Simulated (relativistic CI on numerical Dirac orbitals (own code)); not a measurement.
# Sensitivity of the levels of Tm⁴³⁺ to α and to the nuclear radius

Computed by Dirac-Coulomb-Breit CI, orbitals from a KLI potential per configuration, derivatives by finite differences, unscaled Slater integrals, QED left out (own radial code, finite nucleus).

Configurations in the expansion (outside the closed core [Ne]): 3s²3p⁶3d⁸, 3s²3p⁵3d⁹, 3s²3p⁴3d¹⁰, 3s3p⁶3d⁹, 3p⁶3d¹⁰, 3s3p⁵3d¹⁰, 3s²3p⁶3d⁷4s, 3s²3p⁶3d⁷4p. Levels of other configurations are missing.

With x = (α/α₀)² − 1 an excitation energy changes as ω = ω₀ + qx; K = 2q/ω₀ is the relative enhancement. Terms are leading LS components, so labels can repeat. The field-shift factor is F = δν/δ⟨r²⟩ for the transition from the lowest level.

Lowest level 3s²3p⁶3d⁸ ³F4.

| Level | ω₀ (cm⁻¹) | q (cm⁻¹) | K | F (GHz/fm²) |
| --- | --- | --- | --- | --- |
| 3s²3p⁶3d⁸ ¹D2 | 66220 | 1250 | 0.0378 | -0.0238 |
| 3s²3p⁶3d⁸ ³P0 | 205786 | 21690 | 0.211 | 1.04 |
| 3s²3p⁶3d⁸ ³F3 | 368497 | 387600 | 2.1 | 7.6 |
| 3s²3p⁶3d⁸ ³P2 | 437431 | 392100 | 1.79 | 7.82 |
| 3s²3p⁶3d⁸ ³P1 | 476267 | 395100 | 1.66 | 8.08 |
| 3s²3p⁶3d⁸ ¹G4 | 481746 | 378400 | 1.57 | 7.99 |
| 3s²3p⁶3d⁸ ³F2 | 789020 | 775600 | 1.97 | 15.1 |
| 3s²3p⁶3d⁸ ¹S0 | 970563 | 773300 | 1.59 | 15.7 |
| 3s²3p⁵3d⁹ ³F°4 | 3027839 | 488800 | 0.323 | 24.5 |
| 3s²3p⁵3d⁹ ¹D°2 | 3100677 | 501300 | 0.323 | 24.1 |
| 3s²3p⁵3d⁹ ³D°3 | 3217287 | 519400 | 0.323 | 25.7 |
| 3s²3p⁵3d⁹ ¹P°1 | 3298864 | 516200 | 0.313 | 19.9 |
| 3s²3p⁵3d⁹ ³D°2 | 3516791 | 878600 | 0.5 | 32.1 |
| 3s²3p⁵3d⁹ ³P°0 | 3567458 | 889700 | 0.499 | 31.5 |
| 3s²3p⁵3d⁹ ³D°1 | 3586038 | 879100 | 0.49 | 31.2 |
| 3s²3p⁵3d⁹ ³F°3 | 3586089 | 884300 | 0.493 | 29.2 |
| 3s²3p⁵3d⁹ ³P°2 | 4944174 | 2.615e+06 | 1.06 | -181 |
| 3s²3p⁵3d⁹ ¹F°3 | 5007281 | 2.59e+06 | 1.03 | -176 |
| 3s²3p⁵3d⁹ ³F°2 | 5200898 | 2.989e+06 | 1.15 | -171 |
| 3s²3p⁵3d⁹ ³D°1 | 5437692 | 3.016e+06 | 1.11 | -178 |
| 3s²3p⁴3d¹⁰ ³P2 | 6270903 | 1.122e+06 | 0.358 | -237 |
| 3s²3p⁴3d¹⁰ ¹S0 | 6456221 | 1.005e+06 | 0.311 | 38.2 |
| 3s3p⁶3d⁹ ³D3 | 6630457 | 2.884e+06 | 0.87 | -4120 |

At this charge energies of transitions that change n are usually good to better than 1 %, and those within a shell (Δn = 0) to a few per cent.
